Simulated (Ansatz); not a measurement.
Consider the formal hydrolysis of the Si–Cl bond: `CO[SiH](C)Cl` + H₂O → `CO[SiH](C)O` + HCl.

Gas-phase electronic energies from Ansatz, PBE0-D4/def2-TZVP geometries. CCSD(T)/CBS is the MP2 limit (def2-TZVPP, def2-QZVPP) plus CCSD(T) − MP2 in def2-TZVPP, frozen cores. This one scheme is used for every species. Functionals use def2-TZVPP. B3LYP here is the variant with VWN-RPA as its local correlation; programs differ in this. Each species was taken in one conformer, which may not be the lowest.

| level | ΔE (kJ/mol) |
| --- | --- |
| r2SCAN-D4 | 2.9 |
| B3LYP-D4 | 2.2 |
| CCSD/def2-TZVPP | -2.3 |
| CCSD(T)/def2-TZVPP | -0.8 |

Problem. What does CCSD(T)/CBS give? (Best estimate.)

Solution. Ansatz gave: +5.1 kJ/mol. The listed levels differ from it by -2.2, -2.9, -7.4, -5.9 kJ/mol.

Largest T1 diagnostic among the species: 0.011.

In def2-TZVPP, CCSD(T) changes the Hartree–Fock value by +3.8 kJ/mol (the triples alone add +1.5 kJ/mol) and MP2 by +8.7 kJ/mol. The D4 term adds +4.7 kJ/mol with B3LYP and +2.6 kJ/mol with PBE0; it sums over pairs of atoms, weighted by their polarisabilities, and B3LYP, whose exchange is more repulsive, gets the larger term.
